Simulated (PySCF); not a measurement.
C₃H₁₃GeNSi.
Numbering: `[CH3:1][CH2:2][CH2:3][GeH2:4][NH:5][SiH3:6]` (hydrogens: H7, H8, H9 on C1; H10, H11 on C2; H12, H13 on C3; H14, H15 on Ge4; H16 on N5; H17, H18, H19 on Si6)

Computed with PySCF at wB97X-D/def2-SVPD, non-relativistic, on one gas-phase PBE0-D3(BJ)/def2-SVP geometry that isn't relaxed in the solvent. The solvent is an IEF-PCM continuum (Bondi radii, 1.10 Å for H, scaled by 1.2), and excitations are vertical TDDFT with non-equilibrium linear response and a frozen core. Specific hydrogen bonds and non-electrostatic terms are outside this model. Spin–orbit coupling is left out although an atom past zinc is present.

Gas-phase singlets (H = HOMO, L = LUMO):

| state | E (eV) | λ (nm) | f | leading configuration |
| --- | --- | --- | --- | --- |
| S1 | 6.149 | 202 | 0.006 | H→L 90% |
| S2 | 6.974 | 178 | 0.024 | H→L+1 49% |
| S3 | 7.395 | 168 | 0.013 | H→L+2 46% |
| S4 | 7.467 | 166 | 0.035 | H→L+3 51% |
| S5 | 7.747 | 160 | 0.024 | H→L+2 24% |

How does the list change in chloroform (ε = 4.711)?

| state | E (eV) | λ (nm) | f | leading configuration | change by rank (eV) |
| --- | --- | --- | --- | --- | --- |
| S1 | 6.186 | 200 | 0.008 | H→L 89% | +0.037 |
| S2 | 6.967 | 178 | 0.035 | H→L+1 47% | -0.007 |
| S3 | 7.410 | 167 | 0.017 | H→L+2 32% | +0.015 |
| S4 | 7.438 | 167 | 0.063 | H→L+3 63% | -0.029 |
| S5 | 7.699 | 161 | 0.045 | H→L+2 30% | -0.048 |

The ground-state energy changes by -0.059 eV from gas to chloroform. By how much does the total energy of gas-phase S1 change?

E(S1) = E(S0) + excitation energy, so it changes by -0.059 + 0.037 = -0.022 eV: it is lowered less than the ground state, which is what a blue shift means. This is the vertical state, with the slow part of the continuum still set for S0.

How do the frontier levels move from gas to chloroform?

```
orbital  gas (eV)  solvent (eV)  change (eV)
 LUMO+2      2.37          2.45        +0.08
 LUMO+1      2.18          2.28        +0.10
   LUMO      1.77          1.88        +0.11
   HOMO     -8.97         -8.90        +0.07
 HOMO-1    -10.28        -10.15        +0.13
 HOMO-2    -11.02        -10.92        +0.10
 HOMO-3    -11.16        -11.06        +0.10
```

The HOMO–LUMO gap goes from 10.74 to 10.79 eV. Rows go by rank; for HOMO-3 and HOMO-2 the atom shares or the degeneracy differ between the runs, so the row needn't follow one orbital.

Cost: about 80 s of CPU time on one thread; the machine was shared, so the figure is rough. This is the whole response run at wB97X-D/def2-SVPD in chloroform, SCF included.

The values belong to the conformer `[CH3:1][CH2:2][CH2:3][GeH2:4][NH:5][SiH3:6]`: C1–C2–C3–Ge4 -176°, C2–C3–Ge4–N5 58°, C3–Ge4–N5–Si6 49°.

Note: wB97X-D ran without an empirical dispersion term, which enters the total energy and its gradient alone.
